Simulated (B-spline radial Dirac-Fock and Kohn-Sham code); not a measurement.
**Auger parameter of silver: the L3 level and its strongest L3-MM line**

These are calculated numbers from a radial finite-basis atomic code; the model is relaxed Dirac-Fock hole states (ΔSCF) with Breit and QED corrections and a finite nucleus. The modified Auger parameter α′ is the binding energy plus the kinetic energy of the Auger electron; it does not depend on the energy zero. For free ions it tends to fall with charge, since less charge screens the final holes.

```
            species     configuration  binding 2p3/2 (eV)  Auger line  kinetic (eV)  α′ (eV)
                 Ag     [Kr] 4d10 5s1              3359.9    M3M3 J=2        2163.0   5522.8
                 Ag  [Kr] 4d9 5s1 5p1              3367.2    M3M3 J=2        2155.0   5522.2
                 Ag      [Kr] 4d9 5s2              3365.7    M3M3 J=2        2156.4   5522.0
                 Ag     [Kr] 4d10 5p1              3361.8    M3M3 J=2        2161.4   5523.1
                Ag⁺         [Kr] 4d10              3368.8    M3M3 J=2        2152.5   5521.3
 Ag⁺ (Watson 2.2 Å)         [Kr] 4d10              3362.3    M3M3 J=2        2159.0   5521.3
               Ag²⁺          [Kr] 4d9              3385.3    M3M3 J=2        2134.0   5519.3
Ag²⁺ (Watson 1.8 Å)          [Kr] 4d9              3369.3    M3M3 J=2        2150.0   5519.3
Ag²⁺ (Watson 2.4 Å)          [Kr] 4d9              3373.3    M3M3 J=2        2146.0   5519.3
               Ag³⁺          [Kr] 4d8              3403.7    M3M3 J=2        2114.1   5517.8
               Ag⁴⁺          [Kr] 4d7              3423.8    M3M3 J=2        2093.0   5516.8
               Ag⁵⁺          [Kr] 4d6              3445.5    M3M3 J=2        2070.6   5516.2
               Ag⁶⁺          [Kr] 4d5              3468.7    M3M3 J=2        2047.2   5516.0
               Ag⁷⁺          [Kr] 4d4              3493.4    M3M3 J=2        2022.8   5516.3
```
